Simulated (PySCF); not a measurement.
C3H4F2Si, SMILES FC(F)C#C[SiH3].

Geometry: PBE0-D3(BJ)/def2-SVP. The structure was generated by enumeration, and PubChem lists no compound with its InChIKey, so it may never have been made.

Computed with PBE0-D3(BJ)/def2-SVP (PySCF).

Frequencies are harmonic and unscaled.

A small imaginary wavenumber (i) marks a very flat motion, where grid noise or a shallow saddle decides the sign.

| mode | ν (cm⁻¹) | IR (km/mol) | moving atoms (share of kinetic energy) |
|---|---|---|---|
| 1 | 16i | 0.2 | H 90 %, F 10 % |
| 2 | 91 | 0.4 | F 44 %, C 35 %, Si 13 %, H 8 % |
| 3 | 110 | 1.7 | C 59 %, F 17 %, H 13 %, Si 12 % |
| 4 | 261 | 1.3 | C 60 %, F 27 %, H 13 % |
| 5 | 288 | 6.8 | C 54 %, F 24 %, H 11 %, Si 11 % |
| 6 | 399 | 9.4 | C 38 %, Si 29 %, F 26 % |
| 7 | 567 | 1.9 | F 67 %, C 18 %, Si 11 % |
| 8 | 572 | 3.7 | C 68 %, F 26 % |
| 9 | 679 | 54.0 | H 75 %, C 14 %, Si 10 % |
| 10 | 680 | 46.6 | H 72 %, C 18 %, Si 10 % |
| 11 | 739 | 4.6 | C 68 %, F 20 % |
| 12 | 921 | 344.1 | H 90 %, Si 9 % |
| 13 | 937 | 45.4 | H 97 % |
| 14 | 939 | 43.9 | H 97 % |
| 15 | 1028 | 83.1 | C 78 %, H 11 %, F 9 % |
| 16 | 1162 | 217.3 | C 57 %, F 34 %, H 10 % |
| 17 | 1175 | 213.2 | C 51 %, F 29 %, H 20 % |
| 18 | 1382 | 24.4 | H 83 %, C 15 % |
| 19 | 1394 | 194.6 | H 64 %, C 35 % |
| 20 | 2252 | 61.3 | H 99 % |
| 21 | 2257 | 82.6 | H 96 % |
| 22 | 2259 | 82.2 | H 96 % |
| 23 | 2330 | 1.3 | C 100 % |
| 24 | 3084 | 28.1 | H 92 % |
